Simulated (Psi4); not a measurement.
A dimer, HCl ··· C3H6 (SMILES Cl and C1CC1); the first 2 atoms form monomer A.

```
11

Cl     0.6410     0.0000     0.0000
H     -0.6410     0.0000     0.0000
C     -3.2089    -0.4633    -0.6540
C     -3.2356     0.4487     0.5409
C     -4.5240    -0.0115    -0.0823
H     -2.9149    -1.4929    -0.5014
H     -2.8978    -0.0488    -1.6033
H     -2.9596     0.0361     1.5019
H     -2.9425     1.4803     0.4000
H     -5.1197    -0.7355     0.4570
H     -5.1026     0.7086    -0.6449
```

Question: What interaction energy does SAPT0/jun-cc-pVDZ, frozen core (Psi4) give, and which attractive term is the largest?

Answer: Total -2.20 kcal/mol: electrostatics -1.99, exchange 1.83, induction -0.73, dispersion -1.30. The most attractive term is electrostatics.
